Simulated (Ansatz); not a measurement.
Cartesian coordinates (Å):
```xyz
14

B     -1.1129    -1.2399     0.9181
C     -0.3540    -0.1768     0.1650
C      0.9353    -0.3778    -0.5001
C      1.8363    -1.3115    -0.2006
C     -0.9629     1.0523     0.1015
N     -0.4778     2.1651    -0.4692
H     -0.7030    -2.3595     1.0379
H     -2.1723    -0.9568     1.4099
H      1.1712     0.2801    -1.3393
H      2.7547    -1.4069    -0.7673
H      1.6779    -2.0096     0.6135
H     -1.9407     1.1723     0.5571
H     -0.9981     3.0213    -0.4559
H      0.4496     2.1882    -0.8534
```
Charge 0, multiplicity 1.

Computed with frozen-core CCSD(T)/cc-pVTZ // PBE0-D4/def2-TZVP run with Ansatz (an electronic-structure program). The restricted HF reference is unstable towards unrestricted orbitals.

```
Property                       Result
----------------------  -------------
HF energy               -235.30153 Ha
MP2 correlation energy    -0.95879 Ha
```

Question: Estimate the CCSD correlation energy, the (T) correction, the total energy and the T1 diagnostic.

Answer: 
```yaml
CCSD correlation energy: -1.00291 Ha
"(T) correction": -0.04695 Ha
CCSD(T) total energy: -236.35139 Ha
T1 diagnostic: 0.013
```
